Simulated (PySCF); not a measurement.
Open-shell species derived from `CC1C=C(Cl)C(Cl)=C1F`. All by UKS B3LYP (pcH-1 on C Cl F H) in PySCF, non-relativistic with spin–orbit coupling as a perturbation, on GFN2-xTB geometries; isolated species, one conformer each; SCF stability not tested; anions may not bind their extra electron in the gas phase. Couplings are magnitudes for isotopes of over 50 % abundance, averaged over nuclei equivalent by connectivity (but not across a short bond from an atom whose three angles sum to over 350°); populations are Mulliken's. A GFN2-xTB geometry isn't a minimum of the functional, and hyperfine couplings can be far from their values at a DFT geometry, by a factor of two or more for some ions and for spin on atoms past the first row.

```csv
species,change,⟨S²⟩,g1,g2,g3,largest spin population on,largest couplings
C[C@@H]1[CH-][C](Cl)C(Cl)=C1F (charge -1 and doublet state),electron added,0.763,2.0018,2.0032,2.0040,carbon bonded to 2 C and F (0.46),"1 × 19F 273 MHz, 1 × 1H 94 MHz, 1 × 1H 12 MHz, 1 × 35Cl 12 MHz, and 2 smaller"
C[C@H]1C[C](Cl)C(Cl)=C1F,H added to sp2 C,0.775,2.0017,2.0056,2.0071,carbon bonded to 2 C and Cl (0.59),"1 × 19F 90 MHz, 1 × 1H 67 MHz, 1 × 1H 56 MHz, 1 × 1H 51 MHz, and 2 smaller"
```

(1) Predict the same entries for `C[C@@H]1[CH+][C](Cl)C(Cl)=C1F` [radical] (charge +1) (electron removed).

(2) Which has the highest and which the lowest g_iso, and which the widest g anisotropy?

(3) How many first-order lines does each doublet give under fast tumbling, over what width, and where is its centre at 9.5 GHz?

Answers

(1) ⟨S²⟩: 0.763; g1: 2.0020; g2: 2.0081; g3: 2.0122; largest spin population on: carbon bonded to 2 C and H (0.50); largest couplings: 1 × 19F 77 MHz, 1 × 1H 35 MHz, 3 × 1H 5 MHz, 1 × 35Cl 4 MHz, and 2 smaller. The largest Mulliken spin populations are on C3 (+0.50), C8 (+0.34), C6 (+0.08) and Cl7 (+0.07). (Numbering: [CH3:1][C@@H:2]1[CH+:3][C:4]([Cl:5])[C:6]([Cl:7])=[C:8]1[F:9] (hydrogens: H10, H11, H12 on C1; H13 on C2; H14 on C3).)

(2) Highest: C[C@@H]1[CH+][C](Cl)C(Cl)=C1F (charge +1 and doublet state) (2.0074, largest spin population on carbon bonded to 2 C and H). Lowest: C[C@@H]1[CH-][C](Cl)C(Cl)=C1F (charge -1 and doublet state) (2.0030, largest spin population on carbon bonded to 2 C and F). Widest: C[C@@H]1[CH+][C](Cl)C(Cl)=C1F (charge +1 and doublet state), g3 − g1 = 0.0102, which alone would spread the powder pattern at 94 GHz over 17.0 mT.

(3) 
```
                                                    species  lines  width (mT)  centre (mT)
C[C@@H]1[CH+][C](Cl)C(Cl)=C1F (charge +1 and doublet state)    512         5.3       338.12
C[C@@H]1[CH-][C](Cl)C(Cl)=C1F (charge -1 and doublet state)    512        15.4       338.87
                                   C[C@H]1C[C](Cl)C(Cl)=C1F    256         9.9       338.56
```

Splittings under 0.05 mT aren't counted.

Means can hide wide spreads in the frozen geometry: C[C@@H]1[CH+][C](Cl)C(Cl)=C1F (charge +1 and doublet state), 3 × 1H from 0 to 8 MHz (mean 5). The drawing needn't show where the spin sits: the atom drawn as the radical centre holds a spin population of -0.03 in C[C@@H]1[CH+][C](Cl)C(Cl)=C1F (charge +1 and doublet state), 0.02 in C[C@@H]1[CH-][C](Cl)C(Cl)=C1F (charge -1 and doublet state) and 0.59 in C[C@H]1C[C](Cl)C(Cl)=C1F.
